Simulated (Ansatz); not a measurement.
Species: RbI, charge 0, singlet. RbI (SMILES [Rb][I]).
B3LYP-D3(BJ)/def2-TZVP minimum from Ansatz (a program for electronic structure):
```
Rb
I 1 3.2609
```
Charge 0, spin multiplicity 1.

Total energies in def2-TZVPP, 8 correlated electrons, 13 frozen orbitals. UHF or UKS for unpaired electrons; spin-orbit terms are left out. Correlated methods leave the cores frozen (noble-gas shells, and filled d and f shells in the p block). Past Kr the def2 sets carry scalar-relativistic core potentials. Spin-orbit terms, left out, reach several kcal/mol for Br and I, and more for heavier atoms.

```
method    program  energy (Eh)  minus CCSDT(Q) (mEh)
--------  -------  -----------  --------------------
HF         Ansatz   -320.55726                164.66
MP2        Ansatz   -320.70083                 21.09
CCSD       Ansatz   -320.71555                  6.37
CCSD(T)    Ansatz   -320.72129                  0.63
CCSDT(Q)   Ansatz   -320.72192                  0.00
```

Rough core times of Ansatz's runs on a shared machine: CCSD(T) under 20 s, CCSDT(Q) 30 s.
